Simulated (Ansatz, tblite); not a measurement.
Cost and result up the ladder for Si37H51, a nanocrystal with a defect cut from the lattice of silicon (one cap removed) (88 atoms). Total charge 0; doublet. Geometry: PBE-D4/def2-SVP.

```xyz
88

Si    4.033   -1.663   -4.985
Si    4.815   -1.844   -1.162
Si    3.110    1.265   -2.825
Si    0.296   -0.843   -4.123
Si   -1.843    2.046   -5.974
Si    5.741   -2.001    2.630
Si    4.040    1.080    1.327
Si    1.185   -1.029   -0.312
Si    2.009   -1.184    3.516
Si    0.371    1.858    2.174
Si   -0.555    2.043   -1.958
Si   -3.385   -0.241   -3.166
Si   -2.477   -0.212    0.546
Si   -4.218    2.838   -1.173
Si    0.915    1.495    6.340
Si   -1.718   -0.576    4.273
Si   -3.262    2.646    3.096
Si   -6.058    0.588    1.384
Si    5.540   -0.630    0.721
Si    4.692   -0.462   -3.064
Si    1.817   -2.468   -4.900
Si    2.702   -2.772   -0.729
Si    1.034    0.336   -2.221
Si    0.061    0.642   -5.948
Si   -1.834   -1.829   -3.962
Si   -3.798    1.069   -5.081
Si    3.686   -2.839    3.430
Si    2.601    0.136    5.386
Si    1.888    0.167    1.588
Si   -0.936   -1.934    0.123
Si   -0.005   -2.195    4.194
Si   -1.771    0.938    2.469
Si   -2.636    1.111   -1.390
Si   -4.587   -1.176    0.975
Si   -6.292    1.911   -0.534
Si   -1.252    0.559    6.286
Si   -5.428    1.737    3.324
H     4.984   -2.807   -5.242
H     4.117   -0.715   -6.158
H     5.820   -2.940   -1.436
H     2.943    1.952   -4.158
H     3.542    2.300   -1.822
H    -2.123    2.384   -7.420
H    -1.554    3.340   -5.261
H     6.689   -3.144    2.360
H     6.335   -1.155    3.731
H     4.024    2.205    0.327
H     4.470    1.648    2.657
H     0.332    2.970    1.160
H     0.833    2.452    3.481
H    -0.683    2.755   -3.281
H    -0.136    3.063   -0.934
H    -4.676   -0.913   -2.757
H    -4.332    3.550   -2.500
H    -3.762    3.840   -0.145
H     0.896    2.850    5.685
H     1.284    1.703    7.791
H    -3.072   -1.235    4.397
H    -3.268    3.741    2.062
H    -2.786    3.240    4.401
H     6.898   -0.038    0.416
H     6.061    0.128   -3.319
H     1.743   -3.716   -4.060
H     1.394   -2.838   -6.302
H     2.224   -3.580   -1.907
H     2.756   -3.685    0.468
H     1.300    1.488   -6.113
H    -0.048   -0.243   -7.168
H    -2.240   -2.164   -5.381
H    -1.822   -3.115   -3.179
H    -4.362    0.144   -6.134
H    -4.821    2.146   -4.815
H     3.894   -3.333    4.842
H     3.238   -4.013    2.600
H     3.807    0.991    5.078
H     3.007   -0.850    6.456
H    -0.862   -2.856    1.312
H    -1.393   -2.750   -1.058
H    -0.350   -3.409    3.374
H     0.226   -2.656    5.616
H    -5.018   -1.986   -0.222
H    -4.482   -2.092    2.168
H    -6.771    1.032   -1.663
H    -7.315    2.996   -0.308
H    -1.329   -0.463    7.395
H    -2.270    1.634    6.574
H    -5.397    0.757    4.470
H    -6.429    2.819    3.649
```

Ansatz on 11 threads of AMD EPYC 7R13 on a shared host and a whole NVIDIA H100 80GB HBM3; xTB runs through tblite on one thread. Times are rough, summed over both states, and most runs start from the orbitals of an earlier one. PBE0-D4/def2-SVP serves as the yardstick here, not as an exact answer. The other state is a singlet, and no other spin of it was run.

The xTB rows come from tblite. B3LYP takes the VWN-RPA correlation. Single mean-field runs in def2-SVP are fitted with def2-universal-jkfit.

Raw xTB energies of ions are shifted by several eV, and xTB has no spin-polarisation term.

```csv
level,functions,wall time
GFN1-xTB,435,4 s
GFN2-xTB,384,6.2 s
PBE-D4/def2-SVP,921,11 s
B3LYP-D4/def2-SVP (with forces),921,26 s
PBE0-D4/def2-SVP (with forces),921,26 s
```

Problem. Estimate what each level gives for the vertical IE (eV).

Solution. 
| level | vertical IE (eV) | difference from PBE0-D4/def2-SVP (eV) |
| --- | --- | --- |
| GFN1-xTB | 11.41 | 4.46 |
| GFN2-xTB | 9.22 | 2.28 |
| PBE-D4/def2-SVP | 6.56 | -0.39 |
| B3LYP-D4/def2-SVP (with forces) | 6.85 | -0.10 |
| PBE0-D4/def2-SVP (with forces) | 6.94 | 0.00 |
